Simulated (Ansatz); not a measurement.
Reactions of `[F][Ge]([F])([F])[Br]`.

Program: Ansatz. Geometries: PBE0-D4/def2-TZVP. ΔE: electronic, gas phase. CCSD(T)/CBS is the MP2 limit (def2-TZVPP, def2-QZVPP) plus CCSD(T) − MP2 in def2-TZVPP, frozen cores. This one scheme is used for every species, atoms too. DFT in def2-TZVPP. No spin–orbit coupling; open shells (•) take unrestricted orbitals. Spin–orbit coupling would lower the free atoms: a little for F; clearly for Br, Ge. Bonds to Br, Ge are less sure, by a few kJ/mol each and by 10 to 20 or more in all where they break to atoms, as the def2 sets lack core-valence functions. Scalar relativity is left out up to krypton. Each species was taken in one conformer, which may not be the lowest.

```csv
reaction,CCSD(T)/CBS(def2) (kcal/mol)
`[F][Ge]([F])([F])[Br]` + HCl → `[F][Ge]([F])([Cl])[Br]` + H–F,?
`[F][Ge]([F])([F])[Br]` + `N=C=O` → `O=C=[N][Ge]([F])([F])[F]` + HBr,6.4
`[F][Ge]([F])([F])[Br]` + H₂S → `[F][Ge]([F])([F])[SH]` + HBr,4.7
`[F][Ge]([F])([F])[Br]` → Br• + 3 F• + Ge•,420.7
`[F][Ge]([F])([F])[Br]` + H₂ → `[F][GeH]([F])[F]` + HBr,10.3
```

Problem. Fill in the missing values. (Best estimate.)

Solution. Ansatz gave: `[F][Ge]([F])([F])[Br]` + HCl → `[F][Ge]([F])([Cl])[Br]` + H–F: -3.0 kcal/mol.

Largest T1 diagnostic: 0.018, for `N=C=O`.
